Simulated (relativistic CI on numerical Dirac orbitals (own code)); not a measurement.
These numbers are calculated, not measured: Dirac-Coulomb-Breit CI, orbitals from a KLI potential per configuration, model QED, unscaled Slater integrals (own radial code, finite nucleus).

CI space (outside the closed core [Ar]): 3d10 4s, 3d10 4p, 3d10 4d, 3d10 4f, 3d10 5s, 3d10 5p, 3d10 5d, 3d10 5f, 3d10 6s, 3d9 4s2, 3d10 5g, 3d10 6p, 3d10 6d, 3d10 6f, 3d10 7s, 3d9 4s 4p, 3d10 8s, 3d9 4s 4d, 3d9 4s 4f, 3d9 4s 5s, 3d9 4s 5p, 3d9 4s 5d, 3d9 4s 5f, 3d9 4s 6s. Double excitations out of closed p, d and f shells are left out; levels of such configurations are missing from the list, as are those of other unlisted configurations, and high levels can miss mixing partners.

At this charge energies of transitions that change n are usually good to better than 1 %, and those within a shell (Δn = 0) to a few per cent.

Outline of the computed level scheme of Nb XIII. Lowest level of each configuration: 3d10 4s 2S_1/2 at 0.000 eV; 3d10 4p 2P°_1/2 at 27.149 eV; 3d10 4d 2D_3/2 at 74.502 eV; 3d10 4f 2F°_7/2 at 117.880 eV; 3d10 5s 2S_1/2 at 120.272 eV; 3d10 5p 2P°_1/2 at 132.003 eV; 3d10 5d 2D_3/2 at 152.488 eV; 3d10 5f 2F°_5/2 at 171.487 eV; 3d10 6s 2S_1/2 at 173.900 eV.

Some strong electric-dipole decays among the lowest 15 levels: 3d10 5s 2S_1/2 → 3d10 4p 2P°_3/2 (8.5e+10 s⁻¹); 3d10 4f 2F°_7/2 → 3d10 4d 2D_5/2 (5.0e+10 s⁻¹); 3d10 4f 2F°_5/2 → 3d10 4d 2D_3/2 (4.8e+10 s⁻¹); 3d10 4d 2D_5/2 → 3d10 4p 2P°_3/2 (4.6e+10 s⁻¹); 3d10 4d 2D_3/2 → 3d10 4p 2P°_1/2 (4.5e+10 s⁻¹); 3d10 6s 2S_1/2 → 3d10 4p 2P°_3/2 (4.3e+10 s⁻¹); 3d10 5p 2P°_1/2 → 3d10 4d 2D_3/2 (4.1e+10 s⁻¹); 3d10 5s 2S_1/2 → 3d10 4p 2P°_1/2 (4.0e+10 s⁻¹).

LS names give the leading component of a level, which can be under half, so a name can repeat, a term be missing and a line seem to break the LS rules.
